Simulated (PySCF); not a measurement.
Isomers of C4H13ClSi2, mass 152.024 u with the commonest isotopes. Theory: PBE0/pcSseg-1 in PySCF (dipole) on a GFN2-xTB geometry, gas phase. One conformer each, none proved a minimum here; rigid rotors.

Question: Order these by radius of gyration √(Σ m r²/M), smallest first.
A. `[CH3:1][CH2:2][Si@@H:3]([CH2:4][SiH3:5])[CH2:6][Cl:7]` with C1–C2–Si3–C4 60°, C2–Si3–C4–Si5 172°, C2–Si3–C6–Cl7 -68°
B. `[SiH3:1][CH:2]([SiH3:3])[CH2:4][CH2:5][CH2:6][Cl:7]` with Si1–C2–C4–C5 170°, C2–C4–C5–C6 -179°, C4–C5–C6–Cl7 -67°
C. `[CH3:1][CH2:2][Si@@H:3]([CH2:4][Cl:5])[SiH2:6][CH3:7]` with C1–C2–Si3–C4 -179°, C2–Si3–C4–Cl5 70°, C2–Si3–Si6–C7 -177°
D. `[CH3:1][CH2:2][Si@H:3]([CH3:4])[SiH2:5][CH2:6][Cl:7]` with C1–C2–Si3–C4 -53°, C2–Si3–Si5–C6 -158°, Si3–Si5–C6–Cl7 -57°

Answer: C (2.279 Å), A (2.316 Å), D (2.462 Å), B (2.565 Å).

Question: Order these by rotational constant C, largest first.
A. `[CH3:1][CH2:2][Si@@H:3]([CH2:4][Cl:5])[SiH2:6][CH3:7]` with C1–C2–Si3–C4 -179°, C2–Si3–C4–Cl5 70°, C2–Si3–Si6–C7 -177°
B. `[SiH3:1][CH:2]([SiH3:3])[CH2:4][CH2:5][CH2:6][Cl:7]` with Si1–C2–C4–C5 170°, C2–C4–C5–C6 -179°, C4–C5–C6–Cl7 -67°
C. `[CH3:1][CH2:2][Si@@H:3]([CH2:4][SiH3:5])[CH2:6][Cl:7]` with C1–C2–Si3–C4 60°, C2–Si3–C4–Si5 172°, C2–Si3–C6–Cl7 -68°
D. `[CH3:1][CH2:2][Si@H:3]([CH3:4])[SiH2:5][CH2:6][Cl:7]` with C1–C2–Si3–C4 -53°, C2–Si3–Si5–C6 -158°, Si3–Si5–C6–Cl7 -57°

Answer: A (701.5 MHz), C (666.7 MHz), D (568.1 MHz), B (543.6 MHz).

Question: Order these by rotational constant B, largest first.
A. `[CH3:1][CH2:2][Si@H:3]([CH3:4])[SiH2:5][CH2:6][Cl:7]` with C1–C2–Si3–C4 -53°, C2–Si3–Si5–C6 -158°, Si3–Si5–C6–Cl7 -57°
B. `[CH3:1][CH2:2][Si@@H:3]([CH2:4][SiH3:5])[CH2:6][Cl:7]` with C1–C2–Si3–C4 60°, C2–Si3–C4–Si5 172°, C2–Si3–C6–Cl7 -68°
C. `[SiH3:1][CH:2]([SiH3:3])[CH2:4][CH2:5][CH2:6][Cl:7]` with Si1–C2–C4–C5 170°, C2–C4–C5–C6 -179°, C4–C5–C6–Cl7 -67°
D. `[CH3:1][CH2:2][Si@@H:3]([CH2:4][Cl:5])[SiH2:6][CH3:7]` with C1–C2–Si3–C4 -179°, C2–Si3–C4–Cl5 70°, C2–Si3–Si6–C7 -177°

Answer: D (1147 MHz), B (1039 MHz), A (663.3 MHz), C (606.0 MHz).

```
               SMILES  point group  Ia (u·Å²)  Ib (u·Å²)  Ic (u·Å²)      κ  μa (D)  μb (D)  μc (D)
 CC[Si@H](C)[SiH2]CCl           C1     191.62     761.92     889.52  -0.91    1.26    1.18    0.15
 [SiH3]C([SiH3])CCCCl           C1     236.01     834.03     929.71  -0.92    0.34    0.33    2.24
CC[Si@@H](CCl)[SiH2]C           C1     418.04     440.44     720.45   0.76    0.77    0.46    1.43
CC[Si@@H](C[SiH3])CCl           C1     386.22     486.64     758.06   0.16    1.07    1.10    0.75
```
